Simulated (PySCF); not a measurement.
**Shapes and spin states of Ru(OH)₂**

All numbers come from PBE0/[Ru def2-TZVP with ECP28, O def2-TZVP, H def2-TZVP], scalar-relativistic core potentials, density fitting, no spin–orbit coupling, PySCF.

Relaxations began from a few typed shapes and spin states; open shells are unrestricted. The search is not exhaustive: other isomers or separated fragments can lie lower, and high-lying points may rest on an excited occupation.

| spin | group | bonds | angles | imaginary modes (cm⁻¹) | ΔE (kJ/mol) | ΔE with ZPE (kJ/mol) |
| --- | --- | --- | --- | --- | --- | --- |
| quintet | C2 | O–H 0.958 Å (×2), Ru–O 1.897 Å (×2) | H–O–Ru 126.0° (×2), O–Ru–O 178.7° | none | 0.0 | 0.0 |
| quintet | C2h | O–H 0.958 Å (×2), Ru–O 1.898 Å (×2) | H–O–Ru 127.3° (×2), O–Ru–O 180.0° | 265i | 4.1 | – |
| triplet | C2 | O–H 0.962 Å (×2), Ru–O 1.847 Å (×2) | H–O–Ru 121.0° (×2), O–Ru–O 139.5° | none | 61.4 | 66.2 |
| triplet (⟨S²⟩ 2.44) | C2h | O–H 0.961 Å (×2), Ru–O 1.857 Å (×2) | H–O–Ru 125.8° (×2), O–Ru–O 180.0° | 68i | 67.7 | – |
| broken-symmetry Ms = 0 (⟨S²⟩ 0.95) | C2 | O–H 0.961 Å (×2), Ru–O 1.833 Å (×2) | H–O–Ru 124.4° (×2), O–Ru–O 143.2° | none | 83.4 | 88.4 |
| singlet (closed shell, unstable to spin polarisation) | C2 | O–H 0.961 Å (×2), Ru–O 1.794 Å (×2) | H–O–Ru 135.4° (×2), O–Ru–O 152.6° | none | 116.4 | 121.5 |
| singlet (closed shell, unstable to spin polarisation) | C2h | O–H 0.961 Å (×2), Ru–O 1.791 Å (×2) | H–O–Ru 144.3° (×2), O–Ru–O 180.0° | 98i | 121.1 | – |

The lowest minimum found is the quintet C2: O–H 0.958 Å (×2), Ru–O 1.897 Å (×2); H–O–Ru 126.0° (×2), O–Ru–O 178.7°.

For the lowest minimum: with open d or f shells other occupations or spin states may lie lower.
